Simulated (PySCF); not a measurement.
ZnI, SMILES [Zn+][I], charge +1. Geometry: PBE-D3(BJ)/def2-TZVP. The spin state was assumed, not searched. The def2 effective core potentials stand for the cores of I; spin–orbit coupling is left out.

Question: Give the equilibrium geometry at PBE-D3(BJ)/def2-TZVP (PySCF confirms it by a frequency run) as bond lengths and angles, and its point group. (Estimate from the structure and the level; the computed values follow.)

Answer: point group C∞v.
Atoms: Zn1 I2. Bonded distances (Å): Zn1–I2 2.396.
Charge +1, spin multiplicity 1.
